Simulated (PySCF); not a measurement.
**UHF on Se²⁺ (selenium, charge +2)**

Configuration: [Ar] 3d10 4s2 4p2, high-spin 3P determinant. All numbers are calculated (PySCF 2.14, the spin-free X2C one-electron Hamiltonian (Gaussian nucleus), in x2c-TZVPall).

- Total energy: -2426.986238 hartree
- One-electron energy: -3351.6328 hartree
- Hartree (Coulomb) energy: 1011.0032 hartree
- Exchange energy: -86.3566 hartree
- ⟨S²⟩: 2.0077
- ⟨L²⟩: 2.022
- Sum of ⟨r⟩: 19.85 bohr
- Sum of ⟨r²⟩: 24.18 bohr²
- Traceless quadrupole moment −½Σ⟨3z² − r²⟩ along its main axis: 1.84 e·bohr²
- Langevin diamagnetic susceptibility: -19.2 ×10⁻⁶ cm³/mol
- Time after the integrals: 0.2 s of wall time on 1 thread of Neoverse-V1 (shared host)

```json
{"shell": "1s α", "electrons": "1", "mean orbital energy (eV)": "-12760.5", "spread (eV)": "0", "rms radius, mean of both spins (bohr)": "0.0508"}
{"shell": "1s β", "electrons": "1", "mean orbital energy (eV)": "-12760.2", "spread (eV)": "0", "rms radius, mean of both spins (bohr)": "0.0508"}
{"shell": "2s α", "electrons": "1", "mean orbital energy (eV)": "-1719.3", "spread (eV)": "0", "rms radius, mean of both spins (bohr)": "0.212"}
{"shell": "2s β", "electrons": "1", "mean orbital energy (eV)": "-1719.2", "spread (eV)": "0", "rms radius, mean of both spins (bohr)": "0.212"}
{"shell": "2p α", "electrons": "3", "mean orbital energy (eV)": "-1510.1", "spread (eV)": "0.088", "rms radius, mean of both spins (bohr)": "0.189"}
{"shell": "2p β", "electrons": "3", "mean orbital energy (eV)": "-1509.9", "spread (eV)": "0.236", "rms radius, mean of both spins (bohr)": "0.189"}
{"shell": "3s α", "electrons": "1", "mean orbital energy (eV)": "-273.70", "spread (eV)": "0", "rms radius, mean of both spins (bohr)": "0.612"}
{"shell": "3s β", "electrons": "1", "mean orbital energy (eV)": "-273.23", "spread (eV)": "0", "rms radius, mean of both spins (bohr)": "0.612"}
{"shell": "3p α", "electrons": "3", "mean orbital energy (eV)": "-205.88", "spread (eV)": "0.084", "rms radius, mean of both spins (bohr)": "0.636"}
{"shell": "3p β", "electrons": "3", "mean orbital energy (eV)": "-205.25", "spread (eV)": "0.745", "rms radius, mean of both spins (bohr)": "0.636"}
{"shell": "3d α", "electrons": "5", "mean orbital energy (eV)": "-93.431", "spread (eV)": "0.417", "rms radius, mean of both spins (bohr)": "0.693"}
{"shell": "3d β", "electrons": "5", "mean orbital energy (eV)": "-93.111", "spread (eV)": "0.728", "rms radius, mean of both spins (bohr)": "0.693"}
{"shell": "4s α", "electrons": "1", "mean orbital energy (eV)": "-45.787", "spread (eV)": "0", "rms radius, mean of both spins (bohr)": "1.85"}
{"shell": "4s β", "electrons": "1", "mean orbital energy (eV)": "-39.835", "spread (eV)": "0", "rms radius, mean of both spins (bohr)": "1.85"}
{"shell": "4p α", "electrons": "2", "mean orbital energy (eV)": "-31.449", "spread (eV)": "0", "rms radius, mean of both spins (bohr)": "2.13"}
```

Densities and radii are taken from the X2C orbitals without a picture-change correction, which distorts them close to the nucleus.
